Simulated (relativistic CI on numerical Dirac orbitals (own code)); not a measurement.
Mo2+: M2,3 absorption edge

Computed with this model: Dirac-Coulomb-Breit CI, separate exchange-only KLI orbitals for each configuration, QED by a radiative potential, valence Slater integrals scaled by 0.8, multiplet model of core-to-valence dipole absorption; configurations [Kr] 4d4 → [Ne] 3s2 3p5 3d10 4s2 4p6 4d5; 80 K; Lorentzian 1.2 eV and Gaussian 0.4 eV FWHM. Energies are those of the free ion, without screening or charge transfer. The branching ratio is the share of the lower-energy edge in the whole absorption, uncertain by about 0.02 where the edges overlap. S is read from ⟨S²⟩ = S(S + 1).

Field parameters in Wybourne normalisation: Td as Oh with Dq negative (B⁴₀ = 21Dq, B⁴₄ = √(5/14) B⁴₀). The field is a parameter set, without covalency.

Case Td, 10Dq = -7350 cm⁻¹, the dichroism is that of the ground state at zero temperature, magnetised by exchange field 10 meV on Sz. The dichroism I(Δm = −1) − I(Δm = +1), over the sum of the three polarisations, integrates to 0.0341 on the lower edge and 0.0210 on the upper edge. The branching ratio is 0.794.

Problem. Use the orbital sum rule with 6 holes to get ⟨Lz⟩.

Solution. For a p → d edge ⟨Lz⟩ = 2 × n_h × (sum of both integrals) in this sign convention = 0.66; the ground state itself has ⟨Lz⟩ = 0.66 and ⟨Sz⟩ = -1.26. The rule assumes one radial integral for both edges, which relativistic orbitals only approach.
